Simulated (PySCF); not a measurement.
## Two-component Hartree-Fock for Tm³⁷⁺ (thulium, charge +37)

Start: [Ar] 3d10 4s2 4p2; 4p1/2 filled at m_j = -1/2, +1/2. Calculated with PySCF 2.14 in an even-tempered Gaussian basis (17 s from 4.1 bohr⁻², ratio 2.8; 13 p from 5.4 bohr⁻², ratio 2.8; 8 d from 9.5 bohr⁻², ratio 2.8; 4 f from 24 bohr⁻², ratio 3): generalised Hartree-Fock with the X2C-1e Hamiltonian and a Gaussian nucleus; one run each with spin-orbit coupling (SO) switched off, then screened by Boettger's factors.

```json
{"spinor shell": "1s1/2", "electrons": "2", "ε, spin-free (eV)": "-61322.2", "ε, screened SO (eV)": "-61303.6", "weight of nominal j (screened SO)": "1.000", "rms radius, screened SO (bohr)": "0.0227"}
{"spinor shell": "2s1/2", "electrons": "2", "ε, spin-free (eV)": "-11808.4", "ε, screened SO (eV)": "-11800.6", "weight of nominal j (screened SO)": "1.000", "rms radius, screened SO (bohr)": "0.0917"}
{"spinor shell": "2p1/2", "electrons": "2", "ε, spin-free (eV)": "-10614.7", "ε, screened SO (eV)": "-11310.6", "weight of nominal j (screened SO)": "1.000", "rms radius, screened SO (bohr)": "0.0782"}
{"spinor shell": "3s1/2", "electrons": "2", "ε, spin-free (eV)": "-3881.0", "ε, screened SO (eV)": "-3876.8", "weight of nominal j (screened SO)": "1.000", "rms radius, screened SO (bohr)": "0.233"}
{"spinor shell": "3p1/2", "electrons": "2", "ε, spin-free (eV)": "-3509.6", "ε, screened SO (eV)": "-3664.8", "weight of nominal j (screened SO)": "1.000", "rms radius, screened SO (bohr)": "0.223"}
{"spinor shell": "3p3/2", "electrons": "4", "ε, spin-free (eV)": "-3509.6", "ε, screened SO (eV)": "-3439.8", "weight of nominal j (screened SO)": "1.000", "rms radius, screened SO (bohr)": "0.237"}
{"spinor shell": "3d3/2", "electrons": "4", "ε, spin-free (eV)": "-3063.7", "ε, screened SO (eV)": "-3089.7", "weight of nominal j (screened SO)": "1.000", "rms radius, screened SO (bohr)": "0.209"}
{"spinor shell": "3d5/2", "electrons": "6", "ε, spin-free (eV)": "-3063.7", "ε, screened SO (eV)": "-3040.6", "weight of nominal j (screened SO)": "1.000", "rms radius, screened SO (bohr)": "0.212"}
{"spinor shell": "4s1/2", "electrons": "2", "ε, spin-free (eV)": "-1781.6", "ε, screened SO (eV)": "-1780.0", "weight of nominal j (screened SO)": "1.000", "rms radius, screened SO (bohr)": "0.493"}
{"spinor shell": "4p1/2", "electrons": "2", "ε, spin-free (eV)": "-1660.3", "ε, screened SO (eV)": "-1701.3", "weight of nominal j (screened SO)": "1.000", "rms radius, screened SO (bohr)": "0.485"}
```

Q: Where does 2p3/2 lie, and what is the 2p spin-orbit splitting (screened SO)?

A: At -10319.6 eV, 991.05 eV above 2p1/2.

| quantity | spin-free | screened SO |
| --- | --- | --- |
| E (hartree) | -12736.61121 | -12751.41051 |
| M_J | 0 | 0 |
| ⟨J²⟩ | 2.001 | 0.000 |
| ⟨L²⟩ | 2.001 | 1.365 |
| ⟨S²⟩ | 2.000 | 1.365 |

Breit and QED terms are absent; they matter most for the inner s and p1/2 levels.

Densities and radii are taken from the X2C orbitals without a picture-change correction, which distorts them close to the nucleus.

Without spin-orbit coupling the j labels of p, d and f shells carry no meaning; the spin-free column gives the mean over the occupied spinors of each nl shell.
